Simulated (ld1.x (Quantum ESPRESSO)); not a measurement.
Ga (Z = 31): one change to a TM potential, before and after

gallium, norm-conserving Troullier–Martins (Kleinman–Bylander form), made with ld1.x (Quantum ESPRESSO) 7.5 (Wu–Cohen, scalar-relativistic). Core [Ar] 3d10, reference 4s2 4p1. Waves: 4p (bound): rc 2.05 bohr; 4d channel at 0.15 Ry: rc 2.05 bohr; 4s (bound): rc 1.80 bohr. Local part: the s channel. Core correction: a·sin(br)/r model core inside 1.30 bohr.

All-electron outer shells of the reference configuration (Wu–Cohen, scalar-relativistic, ld1.x):

```
shell  level (eV)  outermost node (bohr)  outermost maximum (bohr)
   3p      -98.74                   0.24                      0.56
   3d      -19.15                      –                      0.53
   4s       -8.99                   0.81                      1.90
   4p       -2.56                   0.87                      2.53
```

Change: all radii but the core radius scaled by about 0.77 (s 1.38, p 1.58, d 1.58 bohr).

Cutoffs: the cutoffs (Ry, on a coarse ladder) from which the occupation-weighted sum of valence levels, in a spherical-Bessel basis at the reference potential, stays within 10 and 1 mRy of its value at 400 Ry; they do not see the model core or the augmentation charge, which bear on the density cutoff. Errors are all-electron minus pseudo energies relative to the spin-unpolarised reference configuration.

**Question.** How do hardness, ghosts and transferability respond?

**Answer.** The potential gets harder (15 Ry and 35 Ry → 40 Ry and 90 Ry); the bound ghosts move from d to d, p; the errors of the 7 common tests hardly move. A smaller radius makes the pseudo-wave follow the all-electron one further in, where it bends more sharply, so more plane waves are needed.

```csv
quantity,base,changed
"cutoff, loose",15 Ry,40 Ry
"cutoff, tight",35 Ry,90 Ry
loose cutoff by channel (10 mRy a level),"p 6 Ry, s 12 Ry","p 25 Ry, s 35 Ry"
bound ghosts,d,"p, d"
"error for 4s2 4p0, meV [ΔE 5.68 eV]",-13,-12
"error for 4s1 4p0, meV [ΔE 26.86 eV]",-196,-195
"error for 4s2 4p0.5, meV [ΔE 2.02 eV]",-1.9,-1.9
"error for 4s1 4p1, meV [ΔE 13.13 eV]",-53,-54
"error for 4s2 4p1.3, meV [ΔE -0.52 eV]",-0.1,-0.1
"error for 4s0 4p3, meV [ΔE 13.45 eV]",-77,-81
"error for 4s1 4p2, meV [ΔE 6.58 eV]",-19,-20
```

 A true bound ghost makes a file unfit for plane-wave use even where its test errors are small: the radial tests pick states by their node count and pass the ghost by.
